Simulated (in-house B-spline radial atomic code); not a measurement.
A calculation on B⁺: its settings, and results tabulated from the run. Method: non-relativistic Hartree-Fock, average of configuration, point nucleus, inside a hard spherical wall at 2.28 bohr. Calculated with a radial B-spline atomic code at the basis-set limit.

Command:
```bash
python run_scf.py task.json out
```
Settings:
```
Z                5
configuration    [He] 2s1 2p1
hamiltonian      nr
method           hf
spin_polarised   False
wall_radius      2.28
```

Output (hartree, bohr):
```
 radial grid: 31 intervals, B-splines of order 8, outer radius 2.28 bohr

 iter        energy (Eh)    residual
    1        -22.9726154    1.21e-01
    2        -23.1324730    6.68e-03
    3        -23.1332411    3.02e-03
    4        -23.1334042    1.35e-03
    5        -23.1334481    1.47e-04
    6        -23.1334484    3.94e-06
    7        -23.1334484    3.02e-09

 total energy                      -23.133448
 kinetic                             26.97139
 electron-nucleus                   -57.48004
 electron-electron                    7.37520

 orbital      occ     eigenvalue          <r>       <r^2>       <1/r>       r_max
 1s         2.000       -7.64154     0.328739    0.146546     4.64957      0.2114
 2s         1.000       -0.31044      1.22507     1.66607     1.16643       1.224
 2p         1.000       -0.16472      1.13677     1.44597     1.03044       1.093
```

Run time, properties included: 0.02 s on 1 thread of Arm Neoverse V2 (shared host).
